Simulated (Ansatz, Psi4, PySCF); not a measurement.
FOS (SMILES O=[S]F), doublet, geometry from GFN2-xTB. Base run: MP2/6-31G* in PySCF.

Here is a job for PySCF.
```python
from pyscf import gto, scf, mp

mol = gto.Mole()
mol.atom = '''
    O    -1.195029   -0.511793    0.028757
    S    -0.140285    0.464799    0.000719
    F     1.311644   -0.371382   -0.026840
'''
mol.basis = '6-31g*'
mol.charge = 0
mol.spin = 1
mol.verbose = 4
mol.build()

mf = scf.UHF(mol)
mf.kernel()

pt = mp.MP2(mf)
pt.kernel()
print('E(MP2) = %.10f' % pt.e_tot)
```

The same geometry, method and basis name were run in Ansatz (a program for electronic structure) and Psi4 and PySCF, at each program's defaults and at the settings that a row names. The base is PySCF at its defaults. Differences at the defaults can come from grids, fitting, cores and function types together.

```tsv
code and settings	ΔE vs base (mEh)	basis functions	E (Eh)	SCF cycles
PySCF, defaults (exact integrals, spherical functions, all electrons correlated)	0.000	46	-572.22092	16
Psi4, defaults (density fitting with its default set, Cartesian functions, all electrons correlated)	-13.256	49	-572.23417	19
Ansatz, defaults (factorised integrals, Cartesian functions, frozen core)	3.477	49	-572.21744	-
PySCF, frozen core	11.016	46	-572.20990	16
Psi4, exact integrals, spherical functions, frozen core	11.016	46	-572.20990	19
Ansatz, high accuracy, frozen core, Cartesian functions as the basis file defines them	3.468	49	-572.21745	-
```

Open shells are given as the SCF converged; they aren't shown to be the lowest states, and a large step between rows can be another state.
